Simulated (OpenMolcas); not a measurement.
# Lines of Ti²⁺: computed and rescaled rates

```json
{
 "Program": "OpenMolcas 26.06",
 "Method": "SS-CASPT2, IPEA 0.25 Eh, imaginary shift 0.1 Eh (closed shells correlated: 3s 3p)",
 "Basis": "ANO-RCC-VTZP [6s5p3d2f1g]",
 "Scalar Hamiltonian": "DKH2, point nucleus",
 "Active space": "2 electrons in 5 orbitals (3d)",
 "State averaging": "2S+1 = 3 even, 10 roots; 2S+1 = 1 even, 15 roots",
 "Spin-orbit coupling": "RASSI with atomic mean-field integrals over the reference wave functions, term energies averaged over their components"
}
```

Rates come from the transition moments of the reference wave functions (E1 and E2 in the length form). At fixed line strength A goes as λ^-3 for E1 and M1 and as λ^-5 for E2, so a rate at the computed wavelength can be rescaled to the measured one. Measured vacuum wavelengths follow from level energies in Corliss and Sugar, J. Phys. Chem. Ref. Data 8, 1 (1979). Branching counts decays inside the model space alone, at computed energies, and the table is only a selection of the E2 and M1 lines, drawn from those between levels with measured partners whose computed energy lies within a factor of 1.5 of the measured one.

```csv
Upper,Lower,Type,λ computed (nm),λ measured (nm),A computed (s-1),A rescaled (s-1),Branching %
3d² ¹S₀,3d² ¹D₂,E2,409.2,416.6,7.44e+00,6.80e+00,98.3
3d² ¹S₀,3d² ³P₁,M1,472.8,457.2,1.06e-01,,1.4
3d² ³P₀,3d² ³F₂,E2,900,948.9,5.26e-02,4.04e-02,100.0
3d² ³P₂,3d² ³F₄,E2,920.1,970.8,3.61e-02,2.76e-02,68.3
3d² ³P₁,3d² ³F₃,E2,910.4,959.8,3.31e-02,2.54e-02,62.0
3d² ³P₁,3d² ³F₂,E2,894.5,943.1,1.80e-02,1.38e-02,33.8
3d² ³P₂,3d² ³F₃,E2,899.2,949.1,1.05e-02,8.02e-03,19.9
3d² ¹D₂,3d² ³F₃,M1,1300,1206,9.83e-03,,64.8
3d² ¹G₄,3d² ³F₄,M1,702.7,715.5,7.48e-03,,56.4
3d² ¹D₂,3d² ³F₂,M1,1267,1180,5.31e-03,,35.0
3d² ¹G₄,3d² ³F₃,M1,690.4,703.6,4.73e-03,,35.7
3d² ³P₂,3d² ³F₂,E2,883.8,932.7,1.63e-03,1.25e-03,3.1
3d² ¹G₄,3d² ¹D₂,E2,1473,1688,1.00e-03,5.06e-04,7.6
3d² ³F₄,3d² ³F₃,M1,39670,42460,3.26e-04,2.66e-04,100.0
3d² ³F₃,3d² ³F₂,M1,51380,54080,1.90e-04,1.63e-04,100.0
```

Spin-changing lines and M1 lines between different terms are not rescaled, since their strength hangs on the term gaps too.

The largest correction is for 3d² ¹G₄ → 3d² ¹D₂ (E2): 1.00e-03 × (1473 / 1688)^5 = 5.06e-04 s-1, a factor of 0.51.

The computed rate and branching of 3d² ³F₃ → 3d² ³F₂ give the upper level a radiative lifetime of 1.000 / 1.90e-04 s-1 = 5.26e+03 s, counting decays inside the model space alone. The rescaled rate gives about 6.1e+03 s.

These are rates of the free ion; in crystals, glasses and complexes forced electric-dipole and non-radiative decay shorten such lifetimes by orders of magnitude. No measured rate stands beside these. Rescaling mends the energy factor alone: line strengths can still be far off where a level mixes with configurations outside the active space, and weak or spin-changing lines hang on small mixing coefficients that depend on the term gaps too, so rescaling need not improve them.

CASPT2 breaks the degeneracy within a term, and the mean is taken; among the terms shown or strongly mixed into the levels shown the widest spread is 580 cm-1 (3d² ¹G). Measured partners are found by configuration, term and J. A level has none where our copy of the source lacks it or the pairing is in doubt (some pairs that miss far off the trend of their configuration count as doubtful). Only configurations of the active space appear.
